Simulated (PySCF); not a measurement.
**Assigning NMR signals**

Atoms are numbered as in `[CH3:1][C:2]#[C:3][Si@@:4]1([CH3:5])[CH2:6][C@@H:7]1[C:8](=[O:9])[OH:10]`; H(Xn) means a hydrogen on atom n. Ha(C6) is cis to C8 on the ring; Hb(C6) is trans to C8 on the ring.

[PySCF 2.14: NMR shieldings at PBE0/pcSseg-1/GIAO; GFN2-xTB structure; single conformer; one averaged value for each set of equivalent atoms; no solvent; relativity neglected]

References, each an isolated molecule treated in the same way: ¹³C (σ = 186.93 ppm) and ¹H (σ = 31.72 ppm) against TMS.

**Question.** Assign these signals to the numbered atoms. ¹³C{¹H} NMR (computed): δ 181.6 (C), 111.7 (C), 82.4 (C), 19.6 (CH), 10.2 (CH2), 5.8 (CH3), -8.9 (CH3).

**Answer.** 
| δ (ppm) | atoms | environment | reason |
| --- | --- | --- | --- |
| 181.6 | C8 | carboxylic acid carbon | it is a carbonyl in resonance with an O or N lone pair, the region of acids, esters and amides |
| 111.7 | C2 | alkyne carbon | – |
| 82.4 | C3 | alkyne carbon | the triple bond shields along its axis, which puts it between sp3 and sp2 carbons |
| 19.6 | C7 | three-membered-ring carbon | carbons of three-membered rings are unusually shielded |
| 10.2 | C6 | three-membered-ring carbon | – |
| 5.8 | C1 | propargylic methyl carbon | saturated and bonded to C and H only |
| -8.9 | C5 | methyl carbon bonded to Si | an electropositive neighbour leaves it electron-rich and shielded |

**Question.** Assign these signals to the numbered atoms. ¹H NMR (500 MHz, computed): δ 5.69 (br s, 1H), 2.14 (m, 1H), 2.06 (s, 3H), 1.35 (m, 1H), 1.23 (m, 1H), 0.54 (s, 3H).

**Answer.** 
5.69 → H(O10), hydrogen on an acid hydroxyl oxygen: exchangeable; this is the value without hydrogen bonding to other molecules
2.14 → H(C7), hydrogen on a three-membered-ring carbon
2.06 → H(C1), hydrogen on a propargylic methyl carbon
1.35 → Ha(C6), hydrogen on a three-membered-ring carbon: cyclopropane-type protons are shielded by the ring
1.23 → Hb(C6), hydrogen on a three-membered-ring carbon
0.54 → H(C5), hydrogen on a methyl carbon bonded to Si: an electropositive neighbour shields it, as in TMS itself

H(C7) and H(C1) lie closer than the usual error of such a calculation, so a measured spectrum could show them in the other order.

The OH or NH signal is concentration- and solvent-dependent in practice; the value given is the gas-phase one. Shifts are as computed. Against solution values, carbons near 30 ppm lie about +3 ppm off and those near 130 ppm about +5 ppm. Of 1309 compounds with measured shifts, 239 miss one by over three times the rms of a fit or turn the order of signals round; such compounds aren't used in these exercises. Hydrogen bonding in solution deshields acid and N–H amide carbonyl carbons by as much as 10 ppm beyond these values. No couplings were computed; multiplicities are counted from neighbouring protons, with m where these are inequivalent, close in shift, in a saturated or five-membered ring or joined by F or P, and br s for small geminal =CH2 splittings.
